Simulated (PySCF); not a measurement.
PySCF job for H5O4Si, SMILES [OH2+][Si](O)(O)O, charge +1, PBE/pcSseg-1. The structure is a stationary point at r2SCAN-D4/def2-SVP. One conformer was computed; it need not be the lowest.

```python
import numpy as np
from pyscf import gto, scf, dft
from pyscf.prop.nmr import rks as nmr

mol = gto.M(
    atom='''
    O     0.43242802   -0.36992218    1.59110051
    Si    0.19981094   -0.05791696    0.03282824
    O     0.06930793   -1.26069463   -1.03365393
    O     0.87664036    1.32968441   -0.41909270
    O    -1.56881511    0.39607855   -0.16095745
    H     0.26096588   -1.21473056    2.02835148
    H     0.79816374   -1.75885794   -1.42663103
    H     1.58538130    1.76153476    0.07780055
    H    -1.84646976    1.32988494   -0.09954590
    H    -2.07188387   -0.06816288   -0.85874172
    ''',
    basis='pcSseg-1',
    charge=1,
    spin=0,
    max_memory=1600,
    verbose=3,
)
mf = dft.RKS(mol, xc='pbe')
mf.grids.level = 3
mf.conv_tol = 1e-10
mf.max_cycle = 100
mf.kernel()
n = nmr.NMR(mf)
n.verbose = 2
n.max_cycle_cphf = 60
sigma = n.kernel()
print('atom   isotropic/ppm   span/ppm')
for i, s in enumerate(sigma):
    w = np.linalg.eigvalsh((s + s.T) / 2)
    print(f'{mol.atom_symbol(i):2s}{i + 1:3d} {w.mean():14.3f} {w[2] - w[0]:11.3f}')
```

Program output:

```
converged SCF energy = -592.800003266476
atom   isotropic/ppm   span/ppm
O   1        266.981      83.180
Si  2        415.932     124.393
O   3        275.551      79.524
O   4        278.200      73.626
O   5        269.196      83.203
H   6         27.081      21.448
H   7         27.306      22.372
H   8         27.217      21.996
H   9         26.070      20.868
H  10         25.708      20.871
```

Self-consistency was reached.
